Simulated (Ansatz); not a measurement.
`C[O][Sb]([F])[F]` → `[CH2]` (triplet) + `[OH][Sb]([F])[F]` at 600 K and 1 bar (formal loss of a carbene).

Gas-phase electronic energies from Ansatz, PBE0-D4/def2-TZVP geometries. CCSD(T)/CBS adds triple-zeta CCSD(T) − MP2 to the extrapolated MP2 energy (def2 sets, frozen cores). This one scheme is used for every species. Triplets are unrestricted, without spin–orbit coupling. Elements past krypton have def2 core potentials. For Sb outer-core shells are correlated without core-valence functions, which leaves a few kJ/mol of doubt a bond. Each species was taken in one conformer, which may not be the lowest.

| species | CCSD(T)/CBS energy (Eh) | H − E (kJ/mol) | S (J/(mol·K)) |
| --- | --- | --- | --- |
| `C[O][Sb]([F])[F]` | -554.71002 | 175.2 | 440.4 |
| `[CH2]` (triplet) | -39.09499 | 66.5 | 220.8 |
| `[OH][Sb]([F])[F]` | -515.46935 | 87.8 | 380.3 |

H − E and S are ideal-gas, rigid-rotor, harmonic terms from PBE0-D4/def2-TZVP, for one conformer and one mirror image of each species, with the whole ground term of open shells counted as degenerate. 1 Eh = 2625.50 kJ/mol, R = 8.31446 J/(mol·K).

By hand: ΔE, ΔH, ΔS and ΔG.

ΔE = (-39.09499) + (-515.46935) − (-554.71002) = 0.14568 Eh = 382.5 kJ/mol. Δ(H − E) = 66.5 + 87.8 − 175.2 = -20.9, so ΔH = 361.6 kJ/mol. ΔS = 220.8 + 380.3 − 440.4 = 160.7 J/(mol·K). ΔG = 361.6 − 600 × (160.7)/1000 = 265.2 kJ/mol.

By hand: the equilibrium constant, and the temperature at which ΔG would vanish if ΔH and ΔS stayed fixed.

log₁₀ K = −ΔG/(RT ln 10) = -23.1. ΔG = 0 at ΔH/ΔS = 2250 K.

The number of gas molecules changes by +1, which sets the sign of ΔS. A doubt of 5 kJ/mol in ΔE shifts log₁₀ K by 0.4 here. Other conformers and mirror images would add mixing entropy, several J/(mol·K) or more a flexible species. Modes under 60 cm⁻¹, often nearly free rotors, make the harmonic entropy too high. A triplet takes part, so the spin changes. These are equilibria of isolated gas molecules and say nothing of rates. Largest T1 diagnostic: 0.015 (customary marks: 0.02 for closed shells, 0.045 for open ones).
